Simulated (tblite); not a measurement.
Species: C3H5NO3Si.
Atom-mapped SMILES: `[N:1]#[C:2][C@@H:3]([O:4][SiH3:5])[C:6](=[O:7])[OH:8]` (hydrogens: H9 on C3; H10, H11, H12 on Si5; H13 on O8)

The geometry is computed with GFN2-xTB (gas phase).

List the bond lengths, angles and torsions at this level.

```csv
bond,length (bohr),order
N1≡C2,2.157,triple
C2–C3,2.758,single
C3–O4,2.597,single
O4–Si5,3.104,single
C3–C6,2.890,single
C6=O7,2.262,double
C6–O8,2.505,single
C3–H9,2.083,single
"Si5–H10, Si5–H11, Si5–H12",2.756,single
O8–H13,1.838,single
```

Bonds in one row agree within 0.02 bohr and their mean is given. Orders are formal, as drawn. A selection of angles:
```csv
angle,degrees
N1–C2–C3,178.0
C2–C3–O4,111.4
C2–C3–C6,105.7
O4–C3–C6,113.1
C3–O4–Si5,130.4
C3–C6–O7,123.2
C3–C6–O8,112.0
O7–C6–O8,124.8
H13–O8–C6,111.3
```

Dihedral angles: C2–C3–O4–Si5 97° (anticlinal); C2–C3–C6–O7 -107° (anticlinal); H13–O8–C6–C3 -178° (antiperiplanar).

Si5 (oxygen-bound silicon) has angles from 94.6° to 112.7°. The C–C distances run from 1.459 Å (C2–C3, drawn single) to 1.529 Å (C3–C6, drawn single), a spread of 0.070 Å. The C–O distances run from 1.197 Å (C6=O7, drawn double) to 1.374 Å (C3–O4, drawn single), a spread of 0.177 Å. Of the pairs four or more bonds apart, Si5···O7 is among the closest relative to their van der Waals radii: 2.71 Å, 75 % of the sum of Bondi's values.

Point group: C1 (no symmetry element, even within 0.4 Å). Its GFN2-xTB frequencies are all real (lowest 45 cm⁻¹). The numbers are those of one conformer (C2–C3–O4–Si5 97°, C2–C3–C6–O7 -107°, C3–C6–O8–H -178°). 2 starts were optimised and ended at 0.00 and 3.53 kcal/mol (GFN2-xTB); the lowest of these is shown.

Hardware: one thread, Arm Neoverse N1, no GPU, shared host. That covers the optimisation of the geometry.
